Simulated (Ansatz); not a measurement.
Computed with Ansatz on PBE0-D4/def2-TZVP structures; ΔE is electronic, products minus reactants. CCSD(T)/CBS is the MP2 limit (def2-TZVPP, def2-QZVPP) plus CCSD(T) − MP2 in def2-TZVPP, frozen cores. This one scheme is used for every species. Functionals use def2-TZVPP. For Ge outer-core shells are correlated without core-valence functions, which leaves a few kJ/mol of doubt a bond. Scalar relativity is left out up to krypton. Each species was taken in one conformer, which may not be the lowest.

Reaction (ligand exchange at a Ge–S bond): `[F][GeH]([SH])[Cl]` + CH₃OH → `C[O][GeH]([F])[Cl]` + H₂S

| species | PBE0-D4 energy (Eh) |
| --- | --- |
| `[F][GeH]([SH])[Cl]` | -3035.98280 |
| CH₃OH | -115.64111 |
| `C[O][GeH]([F])[Cl]` | -2752.35418 |
| H₂S | -399.26288 |

Question: Work out ΔE.

Answer: ΔE = (-2752.35418) + (-399.26288) − (-3035.98280) − (-115.64111) = 0.00685 Eh = +18.0 kJ/mol. CCSD(T)/CBS gives +8.4 kJ/mol.

Largest T1 diagnostic among the species: 0.012.

At CCSD(T), def2-SVP lies −10.6 kJ/mol from the extrapolated value and def2-TZVPP −4.6 kJ/mol. Leaving LDA and LC-ωPBE aside and taking each functional with its dispersion term where it has one, the values, not all of them listed here, spread over 13.6 kJ/mol, from CAM-B3LYP-D4 to PBE-D4. LDA lies −4.8 kJ/mol from PBE without D4. From BLYP to BHLYP (50 % exact exchange), in def2-TZVPP and without D4, ΔE moves by −3.8 kJ/mol.
